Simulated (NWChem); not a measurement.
System: GeHOCl, singlet; SMILES [OH][Ge][Cl]

NWChem input:

```
start job
memory heap 200 mb stack 900 mb global 1100 mb
geometry units angstroms noautoz
  Ge     0.375283     0.522250     0.000000
  Cl    -0.123630    -1.612776     0.000000
  O     -1.304197     1.121611     0.000000
  H     -1.350247     2.086615     0.000000
end
basis spherical
  Ge library def2-qzvp
  Cl library def2-qzvp
  O library def2-qzvp
  H library def2-qzvp
end
dft
  xc xpbe96 cpbe96
  iterations 150
  semidirect filesize 400000000
  mulliken
end
task dft energy
```

Parts of the log:

```
             Northwest Computational Chemistry Package (NWChem) 7.3.0
             --------------------------------------------------------

 CS  symmetry detected

                             Geometry "geometry" -> ""
                             -------------------------

 Output coordinates in angstroms (scale by  1.889725989 to convert to a.u.)

  No.       Tag          Charge          X              Y              Z
 ---- ---------------- ---------- -------------- -------------- --------------
    1 Ge                  32.0000     0.43293012     0.49511654     0.00000000
    2 Cl                  17.0000    -0.17209685    -1.61229718     0.00000000
    3 O                    8.0000    -1.21448547     1.17769148     0.00000000
    4 H                    1.0000    -1.21223376     2.14379098     0.00000000

 Effective nuclear repulsion energy (a.u.)     245.3891902261

      Symmetry information
      --------------------

 Group name             Cs
 Group number              2
 Group order               2
 No. of unique centers     4

  pbe96 is a nonlocal functional; adding pw91lda local functional.

                                 NWChem DFT Module
                                 -----------------

 Summary of "ao basis" -> "ao basis" (spherical)
 ------------------------------------------------------------------------------
       Tag                 Description            Shells   Functions and Types
 ---------------- ------------------------------  ------  ---------------------
 Ge                        def2-qzvp                25       75   11s7p4d2f1g
 Cl                        def2-qzvp                22       70   9s6p4d2f1g
 O                         def2-qzvp                17       57   7s4p3d2f1g
 H                         def2-qzvp                10       30   4s3p2d1f

      Symmetry analysis of basis
      --------------------------

        a'        153
        a"         79

            General Information
            -------------------
          SCF calculation type: DFT
          Wavefunction type:  closed shell.
          No. of atoms     :     4
          No. of electrons :    58
           Alpha electrons :    29
            Beta electrons :    29
          Charge           :     0
          Spin multiplicity:     1
          Use of symmetry is: on ; symmetry adaption is: on
          Maximum number of iterations: 150
          AO basis - number of functions:   232
                     number of shells:    74
          Convergence on energy requested:  1.00D-06
          Convergence on density requested:  1.00D-05
          Convergence on gradient requested:  5.00D-04

              XC Information
              --------------
          PerdewBurkeErnzerhof Exchange Functional  1.000
            Perdew 1991 LDA Correlation Functional  1.000 local
           PerdewBurkeErnz. Correlation Functional  1.000 non-local

             Grid Information
             ----------------
          Grid used for XC integration:  medium
          Radial quadrature: Mura-Knowles
          Angular quadrature: Lebedev.
          Tag              B.-S. Rad. Rad. Pts. Rad. Cut. Ang. Pts.
          ---              ---------- --------- --------- ---------
          Ge                  1.25      112          10.0       590
          Cl                  1.00       88          12.0       590
          O                   0.60       49          10.0       434
          H                   0.35       45          11.0       434
          Grid pruning is: on
          Number of quadrature shells:   294
          Spatial weights used:  Erf1

      Superposition of Atomic Density Guess
      -------------------------------------

 Sum of atomic energies:       -2610.12485141

      Non-variational initial energy
      ------------------------------

 Total energy =   -2610.485850
 1-e energy   =   -4123.325393
 2-e energy   =    1267.450353
 HOMO         =      -0.295449
 LUMO         =      -0.040657

      Symmetry analysis of molecular orbitals - initial
      -------------------------------------------------

  Numbering of irreducible representations:

     1 a'          2 a"

  Orbital symmetries:

     1 a'          2 a'          3 a'          4 a'          5 a'
     6 a"          7 a'          8 a'          9 a'         10 a'
    11 a"         12 a'         13 a'         14 a'         15 a"
    16 a'         17 a'         18 a'         19 a"         20 a"
    21 a'         22 a'         23 a'         24 a'         25 a'
    26 a"         27 a"         28 a'         29 a'         30 a"
    31 a'         32 a'         33 a'         34 a'         35 a"
    36 a'         37 a'         38 a'         39 a"

------------------------------------------------------------
EAF file 0: "./job.aoints.0" size=671612928 bytes
------------------------------------------------------------
               write      read    awrite     aread      wait
               -----      ----    ------     -----      ----
     calls:     1281         0         0         0         0
   data(b): 6.72e+08  0.00e+00  0.00e+00  0.00e+00
   time(s): 0.00e+00  0.00e+00  0.00e+00  0.00e+00  0.00e+00
rate(mb/s): 0.00e+00  0.00e+00
------------------------------------------------------------

     ---------------------------------------------
      Total Density - Mulliken Population Analysis
     ---------------------------------------------

    Atom       Charge   Shell Charges
 -----------   ------   -------------------------------------------------------
    1 Ge  32    30.97   1.89 -0.03  0.15  0.92  0.94  0.26  1.13  0.70  0.47  1.03  0.51  5.95  0.04  4.08  1.90  0.29  0.49  0.11  8.34  1.45  0.27  0.06  0.02  0.02  0.01
    2 Cl  17    17.51   1.64  0.01  0.28  0.31  1.08  0.61  0.43  1.15  0.41  5.84 -0.00  0.69  2.04  2.36  0.64  0.00  0.00  0.01  0.01  0.00  0.00  0.00
    3 O    8     8.92   1.07  0.00  0.68  0.21  0.48  1.03  0.35  1.35  1.77  1.57  0.39  0.00  0.00  0.01  0.00  0.00  0.00
    4 H    1     0.59   0.10  0.23  0.17  0.03  0.01  0.02  0.03  0.00  0.01  0.00

   convergence    iter        energy       DeltaE   RMS-Dens  Diis-err
 ---------------- ----- ----------------- --------- --------- ---------
 d= 0,ls=0.0,diis     1  -2612.5163418306 -2.86D+03  6.56D-03  9.86D+00
 d= 0,ls=0.0,diis     2  -2611.5712011718  9.45D-01  7.99D-03  9.02D+00
 d= 0,ls=0.0,diis     3  -2611.9140100533 -3.43D-01  3.45D-03  8.02D+00
 d= 0,ls=0.0,diis     4  -2612.6058217316 -6.92D-01  1.82D-03  2.42D-01
 d= 0,ls=0.0,diis     5  -2612.6292394749 -2.34D-02  1.01D-03  8.65D-02
  Resetting Diis
 d= 0,ls=0.0,diis     6  -2612.6389216773 -9.68D-03  3.04D-04  2.35D-02
 d= 0,ls=0.0,diis     7  -2612.6417216646 -2.80D-03  1.60D-04  1.09D-03
 d= 0,ls=0.0,diis     8  -2612.6412497249  4.72D-04  1.16D-04  6.59D-03
 d= 0,ls=0.0,diis     9  -2612.6417893332 -5.40D-04  1.89D-05  1.78D-04
 d= 0,ls=0.0,diis    10  -2612.6417994561 -1.01D-05  5.81D-06  7.51D-06
 d= 0,ls=0.0,diis    11  -2612.6418002587 -8.03D-07  1.55D-06  4.11D-07

         Total DFT energy =    -2612.641800258660
      One electron energy =    -4123.875555180758
           Coulomb energy =     1381.503777221424
    Exchange-Corr. energy =     -115.659212525436
 Nuclear repulsion energy =      245.389190226109

 Numeric. integr. density =       57.999999629214

                  Occupations of the irreducible representations
                  ----------------------------------------------

                     irrep           alpha         beta
                     --------     --------     --------
                     a'               22.0         22.0
                     a"                7.0          7.0

                       DFT Final Molecular Orbital Analysis
                       ------------------------------------

 Vector   27  Occ=2.000000D+00  E=-2.828882D-01  Symmetry=a"
              MO Center= -3.9D-01, -8.8D-01, -6.0D-13, r^2= 2.7D+00
   Bfn.  Coefficient  Atom+Function         Bfn.  Coefficient  Atom+Function
  ----- ------------  ---------------      ----- ------------  ---------------
    99      0.362909  2 Cl pz                96      0.342577  2 Cl pz
    87     -0.242105  2 Cl pz               155     -0.178748  3 O  pz
   102      0.167458  2 Cl pz               158     -0.165218  3 O  pz
   161     -0.153666  3 O  pz                93      0.132990  2 Cl pz
   164     -0.097312  3 O  pz                34      0.041363  1 Ge d -1

 Vector   28  Occ=2.000000D+00  E=-2.819651D-01  Symmetry=a'
              MO Center= -1.1D-01, -1.3D+00,  2.4D-15, r^2= 1.8D+00
   Bfn.  Coefficient  Atom+Function         Bfn.  Coefficient  Atom+Function
  ----- ------------  ---------------      ----- ------------  ---------------
    97      0.345175  2 Cl px                94      0.324820  2 Cl px
    85     -0.230204  2 Cl px                98     -0.208365  2 Cl py
    95     -0.186285  2 Cl py               100      0.151791  2 Cl px
    86      0.133013  2 Cl py                91      0.126706  2 Cl px
    10      0.093941  1 Ge s                101     -0.093418  2 Cl py

 Vector   29  Occ=2.000000D+00  E=-2.446235D-01  Symmetry=a'
              MO Center=  1.3D-01,  1.8D-01, -2.7D-14, r^2= 3.5D+00
   Bfn.  Coefficient  Atom+Function         Bfn.  Coefficient  Atom+Function
  ----- ------------  ---------------      ----- ------------  ---------------
    10      0.394163  1 Ge s                 11      0.337916  1 Ge s
    97     -0.194852  2 Cl px               153     -0.187680  3 O  px
    94     -0.183464  2 Cl px               159     -0.174423  3 O  px
   156     -0.172773  3 O  px                27      0.165626  1 Ge px
    98     -0.165063  2 Cl py                 7     -0.159011  1 Ge s

[...]
```

Level: PBE/def2-QZVP. Low-valent species are run as closed-shell singlets; no triplet was tried in these runs. Geometry: optimised at PBE0/def2-SVP.
